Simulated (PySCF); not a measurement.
**Radial density of Dy (dysprosium, neutral)**

UHF, [Xe] 4f10 5d1 6s1, one real determinant (an excited configuration). All numbers are calculated (PySCF 2.14, scalar relativity by spin-free X2C-1e, in cc-pVDZ-X2C (8s7p5d3f1g, 84 functions)).

| r (bohr) | 4πr²ρ (e/bohr) | 4πr²(ρα − ρβ) |
| --- | --- | --- |
| 0.0180 | 86.28 | 0.0020 |
| 0.0304 | 78.25 | 0.0035 |
| 0.0511 | 108.9 | 0.0108 |
| 0.0859 | 105.1 | 0.0234 |
| 0.144 | 95.13 | 0.2273 |
| 0.243 | 80.91 | 1.4516 |
| 0.409 | 49.34 | 4.4311 |
| 0.687 | 38.17 | 4.5643 |
| 1.16 | 12.92 | 1.8821 |
| 1.94 | 4.265 | 0.4865 |
| 3.27 | 0.7236 | 0.5160 |
| 5.50 | 0.2449 | 0.2423 |
| 9.25 | 0.01260 | 0.0126 |
| 15.6 | 1.942e-05 | 0.0000 |

Densities and radii are taken from the X2C orbitals without a picture-change correction, which distorts them close to the nucleus.

⟨L²⟩ = 40.05 against 72 for a pure L term, so this real determinant mixes terms. Spin-orbit coupling, absent here, splits the open shell strongly.
